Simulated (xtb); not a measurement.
BCl3, charge +1, doublet, geometry from GFN2-xTB (a state made from the parent by changing its charge; the spin is typed, not shown lowest); GFN1-xTB run with xtb.

Input for xtb:
```
$ xtb mol.xyz --gfn 1 --chrg 1 --uhf 1 --json

# file mol.xyz
4

B      0.00336297     0.01139026     0.00718164
Cl     1.66375238    -0.23544451    -0.40830039
Cl    -0.64768487    -0.71520269     1.43499293
Cl    -1.01705661     0.94729713    -1.02880479
```

Output, abridged:

```
   ID    Z sym.   atoms
    1    5 B      1
    2   17 Cl     2-4

           -------------------------------------------------
          |                Calculation Setup                |
           -------------------------------------------------

           -------------------------------------------------
          |                 G F N 1 - x T B                 |
           -------------------------------------------------

          ...................................................
          :                      SETUP                      :
          :.................................................:
          :  # basis functions                  34          :
          :  # atomic orbitals                  31          :
          :  # shells                           11          :
          :  # electrons                        23          :
          :  # halogen bonds                     0          :
          :  max. iterations                   250          :
          :  Hamiltonian                  GFN1-xTB          :
          :  restarted?                      false          :
          :  GBSA solvation                  false          :
          :  PC potential                    false          :
          :  electronic temp.          300.0000000     K    :
          :  accuracy                    1.0000000          :
          :  -> integral cutoff          0.2500000E+02      :
          :  -> integral neglect         0.1000000E-07      :
          :  -> SCF convergence          0.1000000E-05 Eh   :
          :  -> wf. convergence          0.2000000E-04 e    :
          :  Broyden damping             0.4000000          :
          :  net charge                          1          :
          :  unpaired electrons                  1          :
          ...................................................

 iter      E             dE          RMSdq      gap      omega  full diag
   1    -13.7392826 -0.137393E+02  0.569E+00    5.32       0.0  T
   2    -13.7398983 -0.615743E-03  0.351E+00    5.18       1.0  T
   3    -13.7398436  0.546991E-04  0.165E-01    5.23       1.0  T
   4    -13.7399166 -0.729873E-04  0.361E-03    5.20      13.9  T
   5    -13.7399167 -0.162144E-07  0.116E-03    5.20      43.0  T
   6    -13.7399167  0.526184E-09  0.416E-04    5.20     120.1  T
   7    -13.7399167 -0.584217E-09  0.156E-05    5.20    3214.0  T
   8    -13.7399167 -0.722977E-12  0.460E-08    5.20  100000.0  T

   *** convergence criteria satisfied after 8 iterations ***

         :::::::::::::::::::::::::::::::::::::::::::::::::::::
         ::                     SUMMARY                     ::
         :::::::::::::::::::::::::::::::::::::::::::::::::::::
         :: total energy             -13.695546943204 Eh    ::
         :: gradient norm              0.010330731621 Eh/a0 ::
         :: HOMO-LUMO gap              5.196093741411 eV    ::
         ::.................................................::
         :: SCC energy               -13.739916651851 Eh    ::
         :: -> electrostatic           0.124187674968 Eh    ::
         :: repulsion energy           0.046062219405 Eh    ::
         :: dispersion energy         -0.001692510758 Eh    ::
         :: halogen bond corr.         0.000000000000 Eh    ::
         :: add. restraining           0.000000000000 Eh    ::
         :: total charge               1.000000000000 e     ::
         :::::::::::::::::::::::::::::::::::::::::::::::::::::

           -------------------------------------------------
          |                Property Printout                |
           -------------------------------------------------

    * Orbital Energies and Occupations

         #    Occupation            Energy/Eh            Energy/eV
      -------------------------------------------------------------
         1        2.0000           -1.1682766             -31.7904
         2        2.0000           -1.1682766             -31.7904
         3        2.0000           -1.1657366             -31.7213
         4        2.0000           -0.8255849             -22.4653
         5        2.0000           -0.7477650             -20.3477
         6        2.0000           -0.7477650             -20.3477
         7        2.0000           -0.7350980             -20.0030
         8        2.0000           -0.6850215             -18.6404
         9        2.0000           -0.6850215             -18.6404
        10        1.9775           -0.6787810             -18.4706
        11        1.9775           -0.6787810             -18.4706
        12        1.0450           -0.6722942             -18.2941 (HOMO)
        13                         -0.4813413             -13.0980 (LUMO)
        14                         -0.4137050             -11.2575
        15                         -0.3469838              -9.4419
        16                         -0.3469838              -9.4419
        17                         -0.2984101              -8.1202
        18                         -0.2984101              -8.1202
        19                         -0.2983794              -8.1193
        20                         -0.2959797              -8.0540
        21                         -0.2959797              -8.0540
        22                         -0.2945162              -8.0142
        23                         -0.2930628              -7.9746
       ...                                ...                  ...
        31                          0.2178650               5.9284
      -------------------------------------------------------------
                  HL-Gap            0.1909529 Eh            5.1961 eV
             Fermi-level           -0.6260072 Eh          -17.0345 eV

  Mulliken/CM5 charges         n(s)   n(p)   n(d)
     1B     0.37712  0.14593   0.943  1.680  0.000
     2Cl    0.20763  0.28469   1.929  4.876 -0.012
     3Cl    0.20763  0.28469   1.929  4.876 -0.012
     4Cl    0.20763  0.28469   1.929  4.876 -0.012

Wiberg/Mayer (AO) data.
largest (>0.10) Wiberg bond orders for each atom

 ---------------------------------------------------------------------------
     #   Z sym  total        # sym  WBO       # sym  WBO       # sym  WBO
 ---------------------------------------------------------------------------
     1   5 B    3.410 --     4 Cl   1.137     3 Cl   1.137     2 Cl   1.137
     2  17 Cl   1.624 --     1 B    1.137     4 Cl   0.244     3 Cl   0.244
     3  17 Cl   1.624 --     1 B    1.137     2 Cl   0.244     4 Cl   0.244
     4  17 Cl   1.624 --     1 B    1.137     2 Cl   0.244     3 Cl   0.244
 ---------------------------------------------------------------------------

Topologies differ in total number of bonds
Writing topology from bond orders to xtbtopo.mol

 dipole moment from electron density (au)
     X       Y       Z
   0.0031   0.0105   0.0066  total (Debye):    0.033

           -------------------------------------------------
          | TOTAL ENERGY              -13.695546943204 Eh   |
          | GRADIENT NORM               0.010330731621 Eh/α |
          | HOMO-LUMO GAP               5.196093741411 eV   |
           -------------------------------------------------

normal termination of xtb
```
